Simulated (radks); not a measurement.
Question: All-electron calculation, non-relativistic Kohn-Sham, PBE, spin-polarised, spherical densities, point nucleus; open shells are filled with parallel spins first (spin-orbit coupling, left out, can overturn this in heavy ions). Program: a radial shooting solver on a logarithmic mesh with Libxc functionals. Response by self-consistent Sternheimer equations with the Hartree and adiabatic LDA kernel. For heavy and open-shell atoms this level of theory can miss by tens of per cent. Rank P, Ti2+, Sn+, Sn2+, Ne, Ne2+, In+, Ar+, Ca, Cl+ (NIST ground configurations) by static dipole polarisability, largest first.

Answer: Ca 154.5, Sn+ 28.97, P 27.75, In+ 27.31, Sn2+ 16.99, Cl+ 8.820, Ar+ 7.073, Ti2+ 5.335, Ne 3.104, Ne2+ 0.8700 bohr^3.
